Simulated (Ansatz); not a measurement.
Correlation energies of `[F][Ga]([F])[N]([SiH3])[SiH3]` by basis set

Z-matrix (Å, degrees):
```
Si
N 1 1.744
H 1 1.484 2 108.1
H 1 1.486 2 110.4 3 -120.1
H 1 1.486 2 110.5 3 120.1
Ga 2 1.811 1 120.9 3 -0.7
Si 2 1.746 1 119.2 3 179.1
F 6 1.734 2 124.9 1 -0.6
F 6 1.739 2 119.5 1 179.5
H 7 1.485 2 111.3 1 -116.9
H 7 1.487 2 106.5 1 2.3
H 7 1.485 2 111.1 1 121.6
```

Total charge 0; spin multiplicity 1. Correlated methods include outer-core shells of Ga, which these sets cover unevenly. Scalar relativity is left out up to krypton. All single points use the PBE0-D4/def2-TZVP geometry. It is one conformer, not always the lowest. Frozen core, restricted reference, Ansatz.

```json
{"basis": "def2-SVP", "HF (Eh)": "-2757.45101", "MP2 corr.": "-0.94935", "CCSD corr.": "-0.98543", "(T)": "-0.02390", "CCSD(T) total": "-2758.46034"}
{"basis": "def2-TZVPP", "HF (Eh)": "-2758.23232", "MP2 corr.": "-1.18237", "CCSD corr.": "–", "(T)": "–", "CCSD(T) total": "–"}
{"basis": "def2-QZVPP", "HF (Eh)": "-2758.30429", "MP2 corr.": "-1.51004", "CCSD corr.": "–", "(T)": "–", "CCSD(T) total": "–"}
```
